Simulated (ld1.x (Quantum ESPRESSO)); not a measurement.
**Mn: excitation energies, all-electron against RRKJ**

manganese, norm-conserving RRKJ (Kleinman–Bylander form), made with ld1.x (Quantum ESPRESSO) 7.5 (BP86, scalar-relativistic). Core [Ne] 3s2, reference 3p6 3d5 4s1.5 4p0.5. Waves: 4s (bound): rc 2.60 bohr; 3p (bound): rc 1.25 bohr; 3d (bound): rc 1.65 bohr. Local part: all-electron potential smoothed inside 1.35 bohr (lloc = -2). Core correction: Bessel-smoothed model core inside 0.95 bohr. rho0 = 0.02.

Occupied shells without a wave of their own: 4p. They enter only through the test configuration that unscreens the potential, and ld1.x also counts them in the model core charge.

Energies are relative to the spin-unpolarised reference configuration 3p6 3d5 4s1.5 4p0.5; without spin polarisation the order of configurations can differ from experiment.

ld1.x takes every shell without a wave as core, so the model core holds the 4p electrons as well and exchange and correlation see them twice. This cancels in the reference configuration, but the file is broken for other ones, and its errors say nothing about a proper core correction.

```
valence configuration  charge  ΔE all-electron (eV)  error AE − PS (meV)
      3p6 3d5 4s2 4p0       0                -1.924                 +9.1
      3p6 3d5 4s1 4p0      +1                 6.682                  -37
      3p6 3d5 4s0 4p0      +2                22.388                 -295
      3p6 3d5 4s0 4p2       0                 6.077                  -92
      3p6 3d4 4s2 4p0      +1                11.405                +1264
      3p6 3d4 4s2 4p1       0                 5.892                 +902
  3p6 3d5.5 4s1.5 4p0       0                -2.394                  +46
```

Levels in the configuration 3p6 3d4 4s2 4p0:

| level | all-electron (eV) | pseudo (eV) |
| --- | --- | --- |
| 3p | -69.024 | -64.943 |
| 3d | -20.364 | -17.127 |
| 4s | -13.746 | -13.148 |

These tests converged, but a pseudo level misses the all-electron one widely, so the file describes the atom poorly there or has found another state: 3p6 3d4 4s2 4p0: 3d by 3.2 eV; 3p6 3d4 4s2 4p1: 3d by 2.5 eV.
